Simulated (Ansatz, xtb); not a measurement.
**C5H4FN: which of two isomers lies lower**

Structure a is `C=C(C#N)/C=C\F`, a singlet and structure b is `C=C/C(C#N)=C\F`, a singlet. Both are isolated molecules in the gas phase, relaxed with PBE-D3(BJ)/def2-SVP; the shapes shown needn't be the lowest conformers.

a (Å):

```xyz
11

C    -2.8365    0.3470   -1.2644
C    -1.8220    0.1006   -0.3867
C    -1.6356   -1.2559    0.0691
C    -0.9370    1.1641    0.0914
C     0.0969    1.0630    0.9543
F     0.4794   -0.0806    1.5244
N    -1.5263   -2.3736    0.4085
H    -3.4950   -0.4587   -1.6168
H    -3.0140    1.3671   -1.6374
H    -1.1374    2.1729   -0.2998
H     0.7158    1.9220    1.2624
```

b (Å):

| atom | x (Å) | y (Å) | z (Å) |
| --- | --- | --- | --- |
| C | -0.5383 | 0.2484 | 0.9243 |
| C | 0.4722 | -0.6337 | 0.7750 |
| C | 0.3122 | -2.0923 | 0.7856 |
| C | -0.9903 | -2.6658 | 0.9643 |
| C | 1.3588 | -2.9534 | 0.6315 |
| F | 2.6025 | -2.5099 | 0.4600 |
| N | -2.0705 | -3.1013 | 1.1128 |
| H | -1.5786 | -0.0853 | 1.0678 |
| H | -0.3478 | 1.3313 | 0.9063 |
| H | 1.5058 | -0.2819 | 0.6326 |
| H | 1.2744 | -4.0517 | 0.6346 |

Energies in hartree; the thermal terms are from GFN2-xTB frequencies at re-optimised GFN2-xTB minima (ideal gas, soft modes damped towards free rotors, one conformer each, 298.15 K, 1 atm) and include the zero-point energy:

|  | a | b |
| --- | --- | --- |
| E, CCSD(T)/def2-SVP | −346.286808 | −346.289683 |
| E, MP2/def2-SVP | −346.209280 | −346.212382 |
| E, MP2/def2-TZVPP | −346.842817 | −346.846090 |
| zero-point energy | 0.074244 | 0.074188 |
| H(298 K) − E | 0.082254 | 0.082302 |
| G(298 K) − E | 0.042853 | 0.042700 |

Q: Correct the CCSD(T) difference for the basis set by the MP2 change, then work out ΔE, ΔE₀, ΔH and ΔG for a → b in kcal/mol (1 Eh = 627.51 kcal/mol) and the equilibrium ratio [b]/[a].

A: 1. Differences b − a: CCSD(T) −0.002875, MP2 in the small set −0.003102, MP2 in the large set −0.003273 Eh.
2. ΔE = −0.002875 + (−0.003273 − (−0.003102)) = −0.003046 Eh = −1.91 kcal/mol.
3. ΔE₀ = ΔE + ΔZPE = −0.003046 + (−0.000056) Eh = −1.95 kcal/mol.
4. ΔH = ΔE + (+0.000048) Eh = −1.88 kcal/mol.
5. ΔG = ΔE + (−0.000153) Eh = −2.01 kcal/mol, so ΔS = (ΔH − ΔG)/T = +1.8 J/(mol K).
6. kT = 0.9442 mEh, so K = [b]/[a] = exp(−ΔG/kT) = exp(+3.39) ≈ 30.

Structure b is favoured at this temperature. An error of 1 kcal/mol in ΔG would change K by a factor of 5.4. Mirror images and further conformers aren't counted.

As drawn, both hold the same kinds of bond in the same numbers.

Other levels gave ΔE = −1.3 (GFN2-xTB); −1.3 (HF/STO-3G, GFN2-xTB geometries); −2.0 (r2SCAN-D4/def2-SVP, GFN2-xTB geometries); −1.9 (PBE-D3(BJ)/def2-SVP); −2.1 (HF/def2-SVP); −1.9 (MP2/def2-SVP); −1.8 (CCSD(T)/def2-SVP) kcal/mol. The correlated steps freeze 7 core orbitals. Programs: Ansatz 0.2.0, xtb 6.7.1.
